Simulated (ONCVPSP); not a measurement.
# Transferability test, ONCV potential for cerium

cerium, optimised norm-conserving Vanderbilt (ONCV), made with ONCVPSP 4.0.1 (PBEsol, scalar-relativistic). Core [Kr] 4d10, reference 4f1 5s2 5p6 5d1.5 6s1.5. Waves: 5s+6s: rc 2.20 bohr, ncon 3, nbas 6, qcut 6.4 1/bohr, 2 projectors; 5p: rc 2.05 bohr, ncon 4, nbas 7, qcut 3.9 1/bohr, 2 projectors, debl 1.7 Ha; 5d: rc 3.90 bohr, ncon 4, nbas 8, qcut 3.6 1/bohr, 2 projectors, debl 0.4 Ha; 4f: rc 0.95 bohr, ncon 4, nbas 8, qcut 16.2 1/bohr, 2 projectors, debl 1.7 Ha. Local part: polynomial inside 0.80 bohr (lpopt 5, dvloc0 1 Ha). Core correction: Teter function, fcfact 1.75, rcfact 1.45.

Energies are relative to the spin-unpolarised reference configuration 4f1 5s2 5p6 5d1.5 6s1.5; without spin polarisation the order of configurations can differ from experiment.

**Question.** Give the all-electron excitation energy and the error of the potential for: 4f1 5s2 5p6 5d1 6s2; 4f1 5s2 5p6 5d1 6s1; 4f1 5s2 5p6 5d1 6s0; 4f1 5s2 5p5 5d1 6s2.

**Answer.**

| valence configuration | charge | ΔE all-electron (eV) | error AE − PS (meV) |
| --- | --- | --- | --- |
| 4f1 5s2 5p6 5d1 6s2 | 0 | -0.403 | +4.1 |
| 4f1 5s2 5p6 5d1 6s1 | +1 | 5.700 | +3.0 |
| 4f1 5s2 5p6 5d1 6s0 | +2 | 16.738 | +0.1 |
| 4f1 5s2 5p5 5d1 6s2 | +1 | 27.469 | -19 |

Levels in the configuration 4f1 5s2 5p6 5d1 6s2:

```json
{"level": "4f", "all-electron (eV)": "-5.423", "pseudo (eV)": "-5.341"}
{"level": "5s", "all-electron (eV)": "-40.613", "pseudo (eV)": "-40.579"}
{"level": "5p", "all-electron (eV)": "-23.225", "pseudo (eV)": "-23.201"}
{"level": "5d", "all-electron (eV)": "-3.073", "pseudo (eV)": "-3.060"}
{"level": "6s", "all-electron (eV)": "-3.770", "pseudo (eV)": "-3.771"}
```

Note: ghosts flagged at negative energy: s at -559.7 eV, p at -124.7 eV, d at -33.6 eV; GHOST(+) flagged for s at 139.3 eV. A true bound ghost makes a file unfit for plane-wave use.
